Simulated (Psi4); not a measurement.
Pair of molecules, SMILES [AlH3] with SMILES O (the first has 4 atoms); geometry from B3LYP-D3(BJ)/def2-TZVP.
(charge 0, multiplicity 1):
```xyz
7

Al    -0.02131     0.21827     0.32569
H      0.60330    -0.93481    -0.56573
H     -1.60833     0.38573     0.33738
H      0.86874     1.50996     0.61919
O      0.11131    -0.54712     2.21663
H     -0.75374    -0.64871     2.63425
H      0.65940    -0.00250     2.79630
```

Calculation: SAPT0/jun-cc-pV(D+d)Z run with Psi4.

Question: Which attractive term is largest, and how does the interaction split up?

Answer: electrostatics -178.8, exchange 166.5, induction -67.4, dispersion -18.3, total -98.0 kJ/mol; the largest attraction is electrostatics.
